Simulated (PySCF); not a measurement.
Task: What does the PBE0-D3(BJ)/def2-SVP structure of `CN(C)C1=CCCC=C1` look like in three dimensions?

Result: 
Z-matrix in Å and degrees, rows numbered from 1:
```
C 
N   1  1.4441
C   2  1.4356  1  113.46
C   2  1.3962  1  117.61  3  -142.51
C   4  1.3564  2  124.64  1   134.92
C   5  1.5029  4  120.41  2   173.86
C   6  1.5244  5  111.73  4    33.40
C   7  1.5005  6  110.58  5   -46.78
C   8  1.3411  7  120.22  6    32.60
H   1  1.1104  2  112.43  3    62.26
H   1  1.0973  2  110.87  3  -177.51
H   1  1.1014  2  110.06  3   -58.17
H   3  1.1115  2  113.30  1   -72.89
H   3  1.1003  2  109.31  1    47.28
H   3  1.0999  2  110.15  1   166.14
H   5  1.0910  4  121.00  2    -1.96
H   6  1.1098  5  109.88  4   -87.99
H   6  1.1010  5  110.11  4   155.84
H   7  1.1009  6  110.78  5  -169.99
H   7  1.1087  6  109.70  5    73.05
H   8  1.0940  7  119.58  6  -148.68
H   9  1.0928  4  118.17  2   -13.64
```

The 6 C–C bonds span 1.341 Å (C8=C9, drawn double) to 1.524 Å (C6–C7, drawn single), a spread of 0.183 Å. The 3 C–N bonds span 1.396 Å (N2–C4, drawn single) to 1.444 Å (C1–N2, drawn single), a spread of 0.048 Å. The 6-membered ring C4–C5–C6–C7–C8–C9 has internal angles of 110.6° to 121.3°; it is puckered, 0.17 Å rms from its mean plane, widest ring torsion 47°. Of the pairs four or more bonds apart, C9···H11 is among the closest relative to their van der Waals radii: 2.51 Å, 87 % of the sum of Bondi's values.

Computed with PySCF, PBE0-D3(BJ)/def2-SVP geometry optimisation, gas phase.

Point group: C1 (no symmetry element, even within 0.4 Å). Stationary, but not proved a minimum. One conformer, not necessarily the lowest (C4–C5–C6–C7 33°, C5–C6–C7–C8 -47°, C6–C7–C8–C9 33°, N2–C4–C9–C8 168°).
